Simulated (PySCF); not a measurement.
**Bond length, frequency and bond energy of AsC by level of theory**

State: ²Σ⁺ (doublet), unpaired electrons σ ↑. Set-up: PySCF, spin-free X2C with a Gaussian nucleus, basis sets As x2c-SVPall, C x2c-SVPall. De refers to As + C in their high-spin ground configurations, without counterpoise correction. The functionals are run spin-unrestricted. A positive dipole means As(−)C(+). Levels whose curve was spin-contaminated or gave no clean fit are not listed.

```
       Level  Re (Å)  ωe (cm⁻¹)  De (eV)  μ (D)
        ROHF   1.629       1218     0.96  -1.14
    ROHF-MP2   1.700        970     4.24    n/a
ROHF-SCS-MP2   1.697        981     4.04    n/a
   ROHF-CCSD   1.674       1069     3.61    n/a
ROHF-CCSD(T)   1.688       1022     4.00    n/a
         PBE   1.681       1042     5.01  -1.43
      revPBE   1.686       1031     4.69  -1.43
        PBE0   1.664       1073     4.38  -1.32
   CAM-B3LYP   1.657       1083     4.23  -1.33
```

Task: Which functional lies closest to ROHF-CCSD(T) in De, which farthest, and by how much do they differ from it?

Result: Closest is CAM-B3LYP (-3.1 pm in Re, +6.0 % in ωe, +0.23 eV in De against ROHF-CCSD(T) in the same basis), farthest PBE (-0.7 pm in Re, +2.0 % in ωe, +1.01 eV in De). CCSD(T) converges more slowly with the basis than the functionals do and binds too weakly in this one, so the order can change at the basis-set limit.

Task: What does a quarter of exact exchange do here, going from PBE to PBE0?

Result: PBE0 less PBE: -1.7 pm in Re, +3.0 % in ωe, -0.63 eV in De. Exact exchange removes part of the self-interaction that spreads semilocal densities, and in most molecules shortens and stiffens the bond and lowers De; so it does here.

Task: What does second-order correlation do here, going from ROHF to ROHF-MP2?

Result: ROHF-MP2 less ROHF: +7.1 pm in Re, -20.4 % in ωe, +3.28 eV in De. Correlation nearly always deepens the well. The bond lengthens, as in strong covalent bonds, where excitations into antibonding orbitals dominate.

Correlated steps freeze 10 core orbitals. Correlated levels converge slowly with the basis: in double zeta they bind strong bonds too weakly, by up to about 1 eV, and carry superposition errors of some tenths. Spin–orbit coupling is left out. UHF is strongly spin-contaminated for AsC, so the ROHF reference used there is far from stable. The state was picked by a PBE0 search and need not be the measured ground state.

The whole job (state search and all levels along the bond) took about 2.1 min on 1 thread of Intel Xeon 6975P-C (shared host), peak memory 0.55 GiB.
